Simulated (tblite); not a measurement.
Run record: tight-binding relaxation, `[CH3][GeH2][O][SiH3]`.

Computed with GFN2-xTB geometry optimisation, gas phase (tblite 0.8.0). Start geometry: from a force field or distance geometry. The command runs a driver script over a list of jobs; the input below is this job's line of settings and its coordinates in Å.

Command:
```bash
OMP_NUM_THREADS=1 python probes_run.py task.json out
```

Input:
```
{"job": {"kind": "relax", "xc": "GFN2-xTB", "basis": "xTB"}, "charge": 0, "multiplicity": 1}
C      2.036600     0.367000     0.059800
Ge     0.498400    -0.831500    -0.179500
O     -0.851400    -0.097400    -0.974300
Si    -2.144800     0.414900    -0.015700
H      1.922600     1.132300    -0.716200
H      2.989100    -0.159300    -0.089700
H      2.010900     0.808200     1.068200
H      1.045500    -1.971800    -1.089000
H      0.192700    -1.444200     1.218900
H     -3.389800     0.173400    -0.777100
H     -2.030300     1.862900     0.194400
H     -2.278400    -0.255100     1.274200
```

Output:
```
step      E/eV     max force
  0    -380.79489    1.961
  1    -380.91210    1.157
  2    -381.00279    0.910
  3    -381.03404    0.855
  4    -381.09331    0.564
  5    -381.11358    0.411
  6    -381.13079    0.285
  7    -381.13747    0.231
  8    -381.14620    0.265
  9    -381.15606    0.321
... (65 lines left out)
 75    -381.26090    0.026
 76    -381.26099    0.027
 77    -381.26108    0.022
 78    -381.26115    0.016
 79    -381.26117    0.012
 80    -381.26119    0.012
 81    -381.26122    0.013
 82    -381.26126    0.018
 83    -381.26129    0.016
 84    -381.26131    0.008
```

«max force» is the largest atomic force in eV/Å.

Task: From which step on does the largest force stay under 0.1 eV/Å, and how much energy is left to gain from there?

Result: From step 68 (0.070 eV/Å), 2.9 meV above the end.

Main results: energy lowered by 10.8 kcal/mol over 84 steps; largest atomic force 0.008 eV/Å at the end.

Task: Give the final coordinates.

Result: 0.410 Å rms from the input after alignment:
```
atom  x, y, z in Å
C1     1.8973    0.4455    0.0300
Ge2    0.6721   -1.0822   -0.1538
O3    -0.9398   -0.4785   -0.4486
Si4   -2.1277    0.4964    0.0640
H5     1.8745    1.0535   -0.8719
H6     2.9175    0.1110    0.1951
H7     1.5986    1.0683    0.8707
H8     0.8993   -1.9455   -1.3663
H9     0.5688   -1.9399    1.0865
H10   -3.1494    0.3328   -0.9644
H11   -1.6314    1.8743    0.1435
H12   -2.5787    0.0637    1.3891
```

On an Arm Neoverse V1 with one thread, no GPU, shared host, this took 0.43 s of wall time.
Labels such as C1 count atoms from 1, the log's own numbers from 0.
